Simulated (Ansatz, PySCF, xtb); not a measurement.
Breaking a bond: SiH, doublet.

Levels of theory: UKS-B3LYP/3-21G = unrestricted B3LYP/3-21G run with PySCF 2.14.0; UKS-BP86/6-31G* = unrestricted BP86/6-31G*, spherical d run with PySCF; GFN1-xTB (xtb); FCI = full CI/aug-cc-pVDZ, frozen core in Ansatz (a program for electronic structure).

Energies relative to the lowest point of each curve near equilibrium, in mEh; the last columns give the difference from FCI:

```json
[
 {"R / Å": "1.16", "UKS-B3LYP/3-21G": "76.9", "UKS-BP86/6-31G*": "74.6", "GFN1-xTB": "65.6", "FCI": "71.3", "UKS-B3LYP/3-21G − FCI": "5.6", "UKS-BP86/6-31G* − FCI": "3.3", "GFN1-xTB − FCI": "-5.6"},
 {"R / Å": "1.24", "UKS-B3LYP/3-21G": "42.8", "UKS-BP86/6-31G*": "41.0", "GFN1-xTB": "31.8", "FCI": "38.9", "UKS-B3LYP/3-21G − FCI": "4.0", "UKS-BP86/6-31G* − FCI": "2.2", "GFN1-xTB − FCI": "-7.1"},
 {"R / Å": "1.29", "UKS-B3LYP/3-21G": "28.1", "UKS-BP86/6-31G*": "26.6", "GFN1-xTB": "18.8", "FCI": "24.9", "UKS-B3LYP/3-21G − FCI": "3.1", "UKS-BP86/6-31G* − FCI": "1.6", "GFN1-xTB − FCI": "-6.1"},
 {"R / Å": "1.39", "UKS-B3LYP/3-21G": "9.5", "UKS-BP86/6-31G*": "8.6", "GFN1-xTB": "4.7", "FCI": "7.8", "UKS-B3LYP/3-21G − FCI": "1.8", "UKS-BP86/6-31G* − FCI": "0.9", "GFN1-xTB − FCI": "-3.1"},
 {"R / Å": "1.46", "UKS-B3LYP/3-21G": "3.0", "UKS-BP86/6-31G*": "2.5", "GFN1-xTB": "0.8", "FCI": "2.0", "UKS-B3LYP/3-21G − FCI": "1.0", "UKS-BP86/6-31G* − FCI": "0.5", "GFN1-xTB − FCI": "-1.3"},
 {"R / Å": "1.48", "UKS-B3LYP/3-21G": "1.9", "UKS-BP86/6-31G*": "1.5", "GFN1-xTB": "0.3", "FCI": "1.1", "UKS-B3LYP/3-21G − FCI": "0.8", "UKS-BP86/6-31G* − FCI": "0.4", "GFN1-xTB − FCI": "-0.8"},
 {"R / Å": "1.53", "UKS-B3LYP/3-21G": "0.3", "UKS-BP86/6-31G*": "0.1", "GFN1-xTB": "0.0", "FCI": "0.0", "UKS-B3LYP/3-21G − FCI": "0.3", "UKS-BP86/6-31G* − FCI": "0.1", "GFN1-xTB − FCI": "0.0"},
 {"R / Å": "1.57", "UKS-B3LYP/3-21G": "0.0", "UKS-BP86/6-31G*": "0.0", "GFN1-xTB": "0.6", "FCI": "0.1", "UKS-B3LYP/3-21G − FCI": "-0.1", "UKS-BP86/6-31G* − FCI": "-0.1", "GFN1-xTB − FCI": "0.5"},
 {"R / Å": "1.61", "UKS-B3LYP/3-21G": "0.5", "UKS-BP86/6-31G*": "0.7", "GFN1-xTB": "1.8", "FCI": "1.0", "UKS-B3LYP/3-21G − FCI": "-0.5", "UKS-BP86/6-31G* − FCI": "-0.3", "GFN1-xTB − FCI": "0.8"},
 {"R / Å": "1.71", "UKS-B3LYP/3-21G": "4.1", "UKS-BP86/6-31G*": "4.8", "GFN1-xTB": "7.0", "FCI": "5.6", "UKS-B3LYP/3-21G − FCI": "-1.5", "UKS-BP86/6-31G* − FCI": "-0.8", "GFN1-xTB − FCI": "1.4"},
 {"R / Å": "1.80", "UKS-B3LYP/3-21G": "9.5", "UKS-BP86/6-31G*": "10.6", "GFN1-xTB": "13.5", "FCI": "11.8", "UKS-B3LYP/3-21G − FCI": "-2.2", "UKS-BP86/6-31G* − FCI": "-1.2", "GFN1-xTB − FCI": "1.7"},
 {"R / Å": "1.94", "UKS-B3LYP/3-21G": "20.3", "UKS-BP86/6-31G*": "21.9", "GFN1-xTB": "25.3", "FCI": "23.4", "UKS-B3LYP/3-21G − FCI": "-3.1", "UKS-BP86/6-31G* − FCI": "-1.5", "GFN1-xTB − FCI": "1.8"},
 {"R / Å": "2.11", "UKS-B3LYP/3-21G": "35.2", "UKS-BP86/6-31G*": "37.1", "GFN1-xTB": "40.4", "FCI": "38.6", "UKS-B3LYP/3-21G − FCI": "-3.3", "UKS-BP86/6-31G* − FCI": "-1.5", "GFN1-xTB − FCI": "1.8"},
 {"R / Å": "2.32", "UKS-B3LYP/3-21G": "54.4", "UKS-BP86/6-31G*": "56.0", "GFN1-xTB": "60.0", "FCI": "56.3", "UKS-B3LYP/3-21G − FCI": "-1.9", "UKS-BP86/6-31G* − FCI": "-0.3", "GFN1-xTB − FCI": "3.7"},
 {"R / Å": "2.50", "UKS-B3LYP/3-21G": "69.5", "UKS-BP86/6-31G*": "71.1", "GFN1-xTB": "77.3", "FCI": "69.5", "UKS-B3LYP/3-21G − FCI": "0.0", "UKS-BP86/6-31G* − FCI": "1.6", "GFN1-xTB − FCI": "7.8"},
 {"R / Å": "2.76", "UKS-B3LYP/3-21G": "85.5", "UKS-BP86/6-31G*": "89.3", "GFN1-xTB": "101.8", "FCI": "84.4", "UKS-B3LYP/3-21G − FCI": "1.1", "UKS-BP86/6-31G* − FCI": "4.9", "GFN1-xTB − FCI": "17.4"},
 {"R / Å": "3.03", "UKS-B3LYP/3-21G": "95.6", "UKS-BP86/6-31G*": "101.8", "GFN1-xTB": "124.8", "FCI": "94.7", "UKS-B3LYP/3-21G − FCI": "0.8", "UKS-BP86/6-31G* − FCI": "7.1", "GFN1-xTB − FCI": "30.0"},
 {"R / Å": "3.38", "UKS-B3LYP/3-21G": "102.7", "UKS-BP86/6-31G*": "110.6", "GFN1-xTB": "148.2", "FCI": "102.1", "UKS-B3LYP/3-21G − FCI": "0.6", "UKS-BP86/6-31G* − FCI": "8.5", "GFN1-xTB − FCI": "46.1"},
 {"R / Å": "3.81", "UKS-B3LYP/3-21G": "106.7", "UKS-BP86/6-31G*": "115.5", "GFN1-xTB": "166.6", "FCI": "105.8", "UKS-B3LYP/3-21G − FCI": "0.9", "UKS-BP86/6-31G* − FCI": "9.8", "GFN1-xTB − FCI": "60.8"},
 {"R / Å": "4.14", "UKS-B3LYP/3-21G": "108.0", "UKS-BP86/6-31G*": "117.2", "GFN1-xTB": "174.3", "FCI": "106.9", "UKS-B3LYP/3-21G − FCI": "1.2", "UKS-BP86/6-31G* − FCI": "10.3", "GFN1-xTB − FCI": "67.4"},
 {"R / Å": "4.59", "UKS-B3LYP/3-21G": "108.8", "UKS-BP86/6-31G*": "118.2", "GFN1-xTB": "179.0", "FCI": "107.5", "UKS-B3LYP/3-21G − FCI": "1.3", "UKS-BP86/6-31G* − FCI": "10.7", "GFN1-xTB − FCI": "71.6"},
 {"R / Å": "5.36", "UKS-B3LYP/3-21G": "109.2", "UKS-BP86/6-31G*": "118.6", "GFN1-xTB": "—", "FCI": "107.8", "UKS-B3LYP/3-21G − FCI": "1.4", "UKS-BP86/6-31G* − FCI": "10.9", "GFN1-xTB − FCI": "—"},
 {"R / Å": "6.15", "UKS-B3LYP/3-21G": "109.2", "UKS-BP86/6-31G*": "118.7", "GFN1-xTB": "—", "FCI": "107.8", "UKS-B3LYP/3-21G − FCI": "1.4", "UKS-BP86/6-31G* − FCI": "10.9", "GFN1-xTB − FCI": "—"}
]
```

UKS-B3LYP/3-21G is furthest from FCI at 1.16 (5.6 mEh, above); its mean absolute difference over the points is 1.7 mEh.

UKS-BP86/6-31G* is furthest from FCI at 5.36 (10.9 mEh, above); its mean absolute difference over the points is 3.9 mEh.

GFN1-xTB is furthest from FCI at 4.59 (71.6 mEh, above); its mean absolute difference over the points is 16.0 mEh.

Dashes: no converged value, or the column stops at the first point that the program doubted or that broke a chosen test of continuity, which isn't proof of a fault.

The unrestricted determinant behind UKS-B3LYP/3-21G is spin-contaminated at 2.50 to 6.15 Å (<S²> up to 1.8, against 0.75 for a pure doublet). The unrestricted determinant behind UKS-BP86/6-31G* is spin-contaminated at 2.76 to 6.15 Å (<S²> up to 1.8, against 0.75 for a pure doublet).
